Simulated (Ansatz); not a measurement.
Consider the isomerisation: `[SiH3][CH2][SnH2][Cl]` → `C[SiH](Cl)[SnH3]`.

Calculated with Ansatz (gas phase, PBE0-D4/def2-TZVP geometries, no zero-point term in ΔE). CCSD(T)/CBS adds triple-zeta CCSD(T) − MP2 to the extrapolated MP2 energy (def2 sets, frozen cores). DFT in def2-TZVPP. B3LYP here is the variant with VWN-RPA as its local correlation; programs differ in this. def2 core potentials past Kr. For Sn outer-core shells are correlated without core-valence functions, which leaves a few kJ/mol of doubt a bond. Each species was taken in one conformer, which may not be the lowest.

```tsv
level	ΔE (kJ/mol)
PBE-D4	-50.4
B3LYP-D4	-40.9
PBE0	-49.0
B3LYP	-41.5
HF/def2-TZVPP	-27.8
CCSD/def2-TZVPP	-35.2
CCSD(T)/def2-TZVPP	-35.0
CCSD/CBS(def2)	-33.2
```

(1) What does CCSD(T)/CBS give? (An estimate is asked.)

Largest T1 diagnostic among the species: 0.012.

Results:

(1) Ansatz gave: -33.1 kJ/mol. The listed levels differ from it by -17.3, -7.8, -15.9, -8.4, 5.3, -2.1, -1.9, -0.1 kJ/mol.

In def2-TZVPP, CCSD(T) changes the Hartree–Fock value by −7.3 kJ/mol (the triples alone add +0.1 kJ/mol) and MP2 by −5.7 kJ/mol.
